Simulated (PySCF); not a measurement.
**Yb⁵⁸⁺: ionisation energy**

Yb⁵⁸⁺ [Ne] 3s2 (1S) → Yb⁵⁹⁺ [Ne] 3s1 (2S), as a difference of total energies. Computed with PySCF 2.14 in an even-tempered Gaussian basis (16 s from 16 bohr⁻², ratio 2.5; 10 p from 20 bohr⁻², ratio 2.5; 4 d from 74 bohr⁻², ratio 2.7; 4 f from 110 bohr⁻², ratio 2.7), with the non-relativistic Hamiltonian (point nucleus). Correlated levels: outer shells: 1s2 frozen; virtual orbitals above 40 to 60 times the deepest correlated orbital energy dropped. The calculations carry no spin-orbit coupling.

```csv
method,ionisation energy (eV)
UHF,5713.3
LDA,5718.0
PBE,5721.3
PBE0,5719.6
r2SCAN,5712.5
r2SCAN0,5713.1
B3LYP,5719.4
MP2 (outer shells),5718.4
SCS-MP2 (outer shells),5719.2
```

Question: How much does correlation contribute at MP2 (outer shells)?

Answer: 5718.4 − (5713.3) = 5.1 eV, measured against UHF.

The gap to the reference is mostly relativistic.

For comparison: 6111 ± 6 eV (theoretical estimate listed by NIST; NIST Atomic Spectra Database, ionization energies).
